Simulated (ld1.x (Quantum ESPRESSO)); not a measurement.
**Before and after: RRKJ potential for Al (Z = 13)**

| Quantity | Value |
| --- | --- |
| Element | Al (Z = 13) |
| Generator | ld1.x (Quantum ESPRESSO) 7.5 |
| Type | norm-conserving RRKJ (Kleinman–Bylander form) |
| Functional | PBE |
| Relativity | scalar-relativistic |
| Frozen core | [He] |
| Valence charge | 11 |
| Reference configuration | 2s2 2p6 3s2 3p1 |
| Partial waves | 2s (bound): rc 0.80 bohr; 2p (bound): rc 0.45 bohr |
| Local potential | all-electron potential smoothed inside 0.45 bohr (lloc = -1) |
| Core correction | none |

Occupied shells without a wave of their own: 3p, 3s. They enter only through the test configuration that unscreens the potential.

Change: wave 2s (bound): rc 0.80 bohr becomes 2s (bound): rc 1.10 bohr.

Cutoffs: the cutoffs (Ry, on a coarse ladder) from which the occupation-weighted sum of valence levels, in a spherical-Bessel basis at the reference potential, stays within 10 and 1 mRy of its value at 400 Ry; they do not see the model core or the augmentation charge, which bear on the density cutoff. Errors are all-electron minus pseudo energies relative to the spin-unpolarised reference configuration.

Problem. What does the change do?

Solution. Of the 7 tests that both files solve, the error grows in 5 and shrinks in 0 by more than 15 % and 0.3 meV (median size 49.9 → 157.6 meV); neither file shows a bound ghost. More of the atom is replaced by a form fitted at one configuration, so other configurations suffer.

```tsv
quantity	base	changed
bound ghosts	none	none
largest miss of a reference level, eV	0.05	0.15
error for 2s2 2p6 3s2 3p0, meV [ΔE 5.76 eV]	+3.4	+3.6
error for 2s2 2p6 3s1 3p0, meV [ΔE 24.99 eV]	-75	-231
error for 2s2 2p6 3s0 3p0, meV [ΔE 53.43 eV]	-202	-607
error for 2s2 2p6 3s2 3p1.3, meV [ΔE -0.57 eV]	-0.6	-0.6
error for 2s1 2p6 3s2 3p1, meV [ΔE 120.71 eV]	+0.1	-69
error for 2s2 2p6 3s0 3p3, meV [ΔE 10.45 eV]	-124	-357
error for 2s2 2p5 3s2 3p1, meV [ΔE 82.81 eV]	+50	+158
```

Base: The 3p, 3s levels have no wave, so the channel is fitted at the deeper level alone: the likely source of the large errors. Changed file: The 3p, 3s levels have no wave, so the channel is fitted at the deeper level alone: the likely source of the large errors.
